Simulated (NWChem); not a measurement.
## HCl₃Ge

```xyz
5

Ge     0.0302     0.4329     0.0000
Cl    -1.0306    -0.2396     1.7518
Cl    -1.0306    -0.2396    -1.7518
Cl     1.9963    -0.4511     0.0000
H      0.1370     1.9602     0.0000
```
Charge 0, spin multiplicity 1.

Everything below was run with NWChem. All single points use one geometry, from B3LYP/def2-SVP, a minimum by its harmonic frequencies.

Symmetry labels belong to the abelian group Cs used in the runs, with the axes of the coordinates shown; states degenerate in a higher group split over its labels.

The Hamiltonian is non-relativistic. B3LYP has NWChem's definition, with VWN1-RPA local correlation. The structure started from a generated list of species.

Problem. List the lowest 6 singlet excitations that TD-B3LYP/def2-SVP, VWN1-RPA local correlation gives, with oscillator strengths.

Solution. 
```csv
state,symmetry,energy (eV),wavelength (nm),f
1,a",5.96,208,0.000
2,a",6.30,197,0.016
3,a',6.30,197,0.016
4,a',6.35,195,0.034
5,a",6.61,188,0.016
6,a',6.61,188,0.016
```
